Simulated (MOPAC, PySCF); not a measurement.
H$_{3}$BI$_{2}$Si, SMILES `[SiH3]B(I)I`, neutral singlet in the gas phase. 

Z-matrix (Å, degrees):
```
Si
H 1 1.4851
H 1 1.4868 2 109.63
H 1 1.4894 2 108.87 3 -118.17
B 1 2.0077 2 112.14 4 -119.05
I 5 2.1216 1 121.11 2 14.17
I 5 2.1238 1 118.95 2 -167.45
```
Charge 0, multiplicity 1.

All levels are single points at this geometry (r2SCAN-D4/def2-TZVP); Pople sets use spherical d functions. Orbital energies aren't observables, and empty levels follow the basis.

B3LYP/LANL2DZ in PySCF gives gap (eV) = 4.67.

Estimate the gap (eV) from each of these levels: PBE-D3(BJ)/def2-TZVP in PySCF; r2SCAN-D4/def2-TZVP in PySCF; B3LYP/6-311+G** (LANL2DZ on I) in PySCF; BP86/6-31G* (LANL2DZ on I) in PySCF; PBE/6-31G* (LANL2DZ on I) in PySCF; HF/6-31G* (LANL2DZ on I) in PySCF; PM6 in MOPAC; PM7 in MOPAC.


```tsv
level	gap (eV)
PBE-D3(BJ)/def2-TZVP in PySCF	2.97
r2SCAN-D4/def2-TZVP in PySCF	3.37
B3LYP/6-311+G** (LANL2DZ on I) in PySCF	4.63
BP86/6-31G* (LANL2DZ on I) in PySCF	3.16
PBE/6-31G* (LANL2DZ on I) in PySCF	3.12
HF/6-31G* (LANL2DZ on I) in PySCF	10.74
PM6 in MOPAC	6.68
PM7 in MOPAC	6.79
```
